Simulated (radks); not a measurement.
Results of a calculation; reference values are marked as such.
All-electron atom: Pm XXX in [Ar] 3d10 4s2 4p1 4d1 (not the ground configuration). Level of theory: Dirac Kohn-Sham, exchange-only PBE, spin-unpolarised, spherical densities, finite nucleus; open shells are shared between the two j in proportion to 2j + 1; Fermi nuclear charge, rms radius 4.962 fm (a radial shooting solver on a logarithmic mesh with Libxc functionals).

Spin-orbit splittings of the eigenvalues, e(l+1/2) - e(l-1/2), with zeta = 2 splitting/(2l+1) and mean radii in bohr:

shell,occ.,splitting (eV),zeta (eV),<r> j=l-1/2,<r> j=l+1/2
2p,6,562.3,374.9,0.08230,0.08879
3p,6,116.7,77.77,0.2460,0.2579
3d,10,25.68,10.27,0.2286,0.2323
4p,1,35.06,23.38,0.5298,0.5474
4d,1,7.522,3.009,0.5423,0.5473
